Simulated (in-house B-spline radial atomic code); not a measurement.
## RPA and G0W0 on Hartree-Fock: neutral antimony

Configuration [Kr] 4d10 5s2 5p3, highest spin, mean-field start Hartree-Fock. Computed with a B-spline radial code for spherical atoms: all electrons, scalar-relativistic (spin-free one-electron X2C), finite nucleus, each spin shell either full or empty, empty states to l = 9 with an (l + 1/2)⁻⁴ tail; G0W0 by contour deformation at full frequency.

Spin-orbit coupling, left out, splits p levels strongly here.

Command:
```bash
python run_gw.py task.json out
```
Settings (radii: box in bohr, nucleus in fm):
```
Z                        51
electrons                51
configuration            [Kr] 4d10 5s2 5p3
hamiltonian              x2c
method                   hf
lmax                     9
rms_radius               4.6802
spin_polarised           True
box_radius               40
intervals                72
```

Time taken, with all properties: 11 s on 1 thread of Arm Neoverse N1, on a shared host.

Energies (hartree):

```csv
term,value
mean-field total,-6478.04269
Hartree-Fock functional on these orbitals,-6478.04269
direct second order,-4.0523
second-order exchange,1.13
SOSEX correction,1.0652
```

Task: What is the RPA correlation energy, and what remains with SOSEX?

Result: RPA gives -3.6281 hartree (-1.94 eV per electron); RPA + SOSEX gives -2.5629, and the second-order doubles (MP2) -2.9223 hartree. RPA lacks exchange-type terms and so overcorrelates at short range.

Quasi-particle levels (eV):

| level | occupied | mean field | Σx - vxc | Σc | QP weight | G0W0 |
| --- | --- | --- | --- | --- | --- | --- |
| 5p up | yes | -9.096 | 0.00 | ? | ? | ? |
| 5s down | yes | -13.822 | 0.00 | -1.59 | 0.930 | -15.414 |

G0W0 = mean field + (Σx - vxc) + Σc, with Σc (partial-wave tail included) taken at the quasi-particle energy. Only the outer levels were computed. Levels of low weight are left out.

Task: Where does G0W0 put 5p up?

Result: At -9.537 eV, with Σc = -0.44 eV and a quasi-particle weight of 0.947. The tabulated removal energy is 8.608 eV (NIST, measured); the calculation leaves out spin-orbit coupling, Breit and QED terms, and what these don't explain is the method's own error.
